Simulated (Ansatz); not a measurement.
Abridged output of a molecular run in Ansatz:

```
Functional definition: HF
914 factors; integrals over basis functions are off by at most 1.3e-3 eV
mean field evaluation 1: about -21615.6378 eV, gradient 3.0e1 eV
mean field evaluation 2: about -21615.8650 eV, gradient 3.1e1 eV
mean field evaluation 4: about -21618.4131 eV, gradient 3.8e0 eV
mean field evaluation 8: about -21618.4733 eV, gradient 2.4e-1 eV
mean field -21618.47368836 eV, -794.4642545194 hartree, gradient 2.9e-6 eV, S^2 0.000000; 0 other end points of the search recorded, 0 dependent functions left out
12 core orbitals not correlated: weight in the atoms' cores, before any rotation towards them, 1.000 or more for the frozen orbitals, at most 0.000 for the correlated occupied ones
reference -21618.47368836 eV, -794.4642545194 hartree; 10, 10 occupied and 130, 130 virtual orbitals, 914 factors
second order -16.07604091 eV of doubles, -0.00000000 eV of singles
cycle   1  -16.15923067 eV  change   -8.3e-2 eV  update   9.9e-2
cycle   2  -16.65047304 eV  change   -4.9e-1 eV  update   3.1e-2
cycle   3  -16.74914771 eV  change   -9.9e-2 eV  update   1.3e-2
cycle   4  -16.74647318 eV  change    2.7e-3 eV  update   3.5e-3
cycle   5  -16.74865544 eV  change   -2.2e-3 eV  update   1.5e-3
cycle   6  -16.74931257 eV  change   -6.6e-4 eV  update   3.9e-4
cycle   7  -16.74932182 eV  change   -9.3e-6 eV  update   1.3e-4
cycle   8  -16.74937957 eV  change   -5.8e-5 eV  update   5.0e-5
cycle   9  -16.74938407 eV  change   -4.5e-6 eV  update   2.0e-5
perturbative correction -0.80624883 eV, -0.0296290980 hartree
Total energy: -21636.02932125 eV, -795.1094121287 hartree
```

Its atoms:

Cartesian coordinates in Å:
```
N 0.634 -1.358 -1.907
C 0.359 -0.720 -0.986
Al -0.056 0.330 0.574
Cl -1.859 1.356 0.528
H 0.922 0.392 1.791
```

(1) Which basis set was used?
A. def2-QZVPP
B. cc-pV(Q+d)Z
C. cc-pV(T+d)Z
D. cc-pV(D+d)Z

(2) Write the keys of the input that set method, charge and spin (a neutral closed shell needs none for the last two).

Answers

(1) C. It gives 152 functions.

(2) 
```yaml
correlation: {method: ccsd_t}
```
